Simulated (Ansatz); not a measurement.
Consider the atomization: `CC(=N)[SiH3]` → 2 C• + 7 H• + N• + Si•.

Program: Ansatz. Geometries: PBE0-D4/def2-TZVP. ΔE: electronic, gas phase. CCSD(T)/CBS is the MP2 limit (def2-TZVPP, def2-QZVPP) plus CCSD(T) − MP2 in def2-TZVPP, frozen cores. This one scheme is used for every species, atoms too. Functionals use def2-TZVPP. HSE06 is defined as in plane-wave codes. Open shells (•) are unrestricted, without spin–orbit coupling. Spin–orbit coupling would lower the free atoms: a little for C, Si. Each species was taken in one conformer, which may not be the lowest.

Task: What is ΔE at CCSD(T)/CBS? (Best estimate.)

Result: Ansatz gave: +3959.2 kJ/mol.

Task: What do these levels give: r2SCAN0, HSE06, HF/def2-SVP, CCSD/def2-SVP, HF/def2-TZVPP, SCS-MP2/def2-QZVPP? (Best estimate.)

Result: Computed: r2SCAN0 3896.4, HSE06 3949.9, HF/def2-SVP 2886.8, CCSD/def2-SVP 3704.7, HF/def2-TZVPP 2872.3, SCS-MP2/def2-QZVPP 3968.8 kJ/mol.

Largest T1 diagnostic among the species: 0.012.

From BLYP to BHLYP (50 % exact exchange), in def2-TZVPP and without D4, ΔE moves by −81.7 kJ/mol: exact exchange takes away binding that semilocal exchange gives to molecules. At CCSD(T), def2-SVP lies −212.9 kJ/mol from the extrapolated value and def2-TZVPP −102.5 kJ/mol: correlation converges slowly with the basis, and small sets miss more of it in the bonded molecule than in its fragments. Leaving LDA and LC-ωPBE aside and taking each functional with its dispersion term where it has one, the values, not all of them listed here, spread over 159.5 kJ/mol, from BHLYP-D4 to PBE-D4. LDA lies +481.0 kJ/mol from PBE without D4, its usual overbinding.

For atomizations the MP2-based limit and the directly extrapolated one differ by several kJ/mol either way, and by 10 to 25 for some Ge, Se and Sn compounds, so smaller differences from it don't rank the levels.
